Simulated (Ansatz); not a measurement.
`CNC1=CB1` + H₂ → `B1C=C1` + CH₃NH₂ at 700 K and 1 bar (hydrogenolysis of a C–N bond).

Isolated molecules relaxed with PBE0-D4/def2-TZVP in Ansatz; ΔE leaves out vibrations. CCSD(T)/CBS adds triple-zeta CCSD(T) − MP2 to the extrapolated MP2 energy (def2 sets, frozen cores). This one scheme is used for every species. One conformer a species, not always the lowest.

```
   species  CCSD(T)/CBS energy (Eh)  H − E (kJ/mol)  S (J/(mol·K))
`CNC1=CB1`               -197.20531           302.0          424.1
        H₂                 -1.17544            46.8          155.3
  `B1C=C1`               -102.63332           149.8          298.3
    CH₃NH₂                -95.75281           207.6          296.6
```

H − E and S are ideal-gas, rigid-rotor, harmonic terms from PBE0-D4/def2-TZVP, for one conformer and one mirror image of each species. The MP2-based limit puts H₂ 0.8 mEh under its directly extrapolated value; such offsets cancel only in part. 1 Eh = 2625.50 kJ/mol, R = 8.31446 J/(mol·K).

Question: By hand: ΔE, ΔH, ΔS and ΔG.

Answer: ΔE = (-102.63332) + (-95.75281) − (-197.20531) − (-1.17544) = -0.00538 Eh = -14.1 kJ/mol. Δ(H − E) = 149.8 + 207.6 − 302.0 − 46.8 = 8.6, so ΔH = -5.5 kJ/mol. ΔS = 298.3 + 296.6 − 424.1 − 155.3 = 15.5 J/(mol·K). ΔG = -5.5 − 700 × (15.5)/1000 = -16.4 kJ/mol.

Question: By hand: the equilibrium constant, and the temperature at which ΔG would vanish if ΔH and ΔS stayed fixed.

Answer: log₁₀ K = −ΔG/(RT ln 10) = 1.2. ΔH and −TΔS have one sign here, so there is no such temperature.

TΔS isn't small against ΔH here. A doubt of 5 kJ/mol in ΔE shifts log₁₀ K by 0.4 here. Other conformers and mirror images would add mixing entropy, several J/(mol·K) or more a flexible species. Modes under 60 cm⁻¹, often nearly free rotors, make the harmonic entropy too high. These are equilibria of isolated gas molecules and say nothing of rates. Largest T1 diagnostic: 0.012 (customary marks: 0.02 for closed shells, 0.045 for open ones).
